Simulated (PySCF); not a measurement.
C₂H₃BClNO₂, SMILES COB(Cl)N=C=O. Geometry optimised at PBE-D3(BJ)/def2-SVP. The structure was generated by enumeration, and PubChem lists no compound with its InChIKey, so it may never have been made. Other conformers were not sampled.

Computed equilibrium geometry at PBE-D3(BJ)/def2-SVP (PySCF confirms it by a frequency run) as a Z-matrix, and its point group (one conformer of several):
point group Cs.
```
B
O 1 1.3499
C 2 1.4217 1 123.58
H 3 1.1088 2 108.87 1 -121.00
H 3 1.1088 4 108.41 2 118.29
H 3 1.1095 4 109.33 5 119.10
N 1 1.4343 2 122.35 3 0.00
C 7 1.2147 1 152.83 2 180.00
O 8 1.1785 1 169.39 2 180.00
Cl 1 1.7755 2 117.39 3 180.00
```
